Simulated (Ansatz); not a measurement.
Start from `C#[C][Sn]([Cl])([Cl])[C]#C` and change one atom or group to get `C#[C][Sn]([Cl])([Cl])[Cl]`.

Ansatz, PBE0-D4/def2-TZVP geometries, multiplicity 1. 

Elements past krypton have def2 core potentials.

```tsv
property	`C#[C][Sn]([Cl])([Cl])[C]#C`
HOMO–LUMO gap (PBE0/def2-TZVPP) / eV	7.28
LUMO energy (PBE/def2-TZVPP) / eV	-2.54
LUMO energy (ωB97M-V/def2-TZVPP) / eV	0.44
HOMO–LUMO gap (ωB97M-V/def2-TZVPP) / eV	11.60
HOMO energy (B3LYP/def2-TZVPP) / eV	-8.60
HOMO energy (PBE/def2-TZVPP) / eV	-7.62
```

(1) Give the same properties after the change, and the shifts. (Estimate.)

Results:

(1) Ansatz gave: 
```json
{"property": "HOMO–LUMO gap (PBE0/def2-TZVPP) / eV", "`C#[C][Sn]([Cl])([Cl])[Cl]`": "6.89", "shift": "-0.39"}
{"property": "LUMO energy (PBE/def2-TZVPP) / eV", "`C#[C][Sn]([Cl])([Cl])[Cl]`": "-3.25", "shift": "-0.71"}
{"property": "LUMO energy (ωB97M-V/def2-TZVPP) / eV", "`C#[C][Sn]([Cl])([Cl])[Cl]`": "-0.20", "shift": "-0.64"}
{"property": "HOMO–LUMO gap (ωB97M-V/def2-TZVPP) / eV", "`C#[C][Sn]([Cl])([Cl])[Cl]`": "11.26", "shift": "-0.34"}
{"property": "HOMO energy (B3LYP/def2-TZVPP) / eV", "`C#[C][Sn]([Cl])([Cl])[Cl]`": "-8.91", "shift": "-0.31"}
{"property": "HOMO energy (PBE/def2-TZVPP) / eV", "`C#[C][Sn]([Cl])([Cl])[Cl]`": "-7.91", "shift": "-0.29"}
```

With PBE0 the HOMO falls by 0.31 eV and the LUMO falls by 0.70 eV, so the gap narrows by about 0.39 eV. PBE moves the HOMO by -0.29 eV and ωB97M-V by -0.31 eV. The zero-point energy changes by -45.6 kJ/mol with -6 modes.

Positive LUMOs are unbound, so they and the gaps depend on the basis.

B3LYP here is the variant with VWN-RPA as its local correlation; programs differ in this.
